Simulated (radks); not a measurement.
Problem. Neutral neon, [Ne]. Method: non-relativistic Kohn-Sham, exchange-only LDA, spin-polarised, spherical densities, point nucleus; computed with a radial shooting solver on a logarithmic mesh with Libxc functionals. Every spin shell is full or empty, so the densities are truly spherical. Functionals are evaluated on that one density, not self-consistently. Rank these exchange functionals by their error against the exact value of the orbitals, and give that value: LDA, revPBE, RPBE, PW91, PW86, SOGGA, B86b, G96, EV93, revTPSS, SCAN, Tao-Mo, MVS.

Solution. Exact: -11.9739 hartree. From best to worst, with 100 (|E| - |E exact|)/|E exact| (equal figures are ties): MVS +0.23, revTPSS +0.26, PW91 +0.32, revPBE +0.49, G96 +0.53, Tao-Mo +0.60, B86b +0.61, SCAN +0.62, RPBE +0.67, PW86 +1.20, EV93 +2.48, SOGGA -3.49, LDA -8.66.
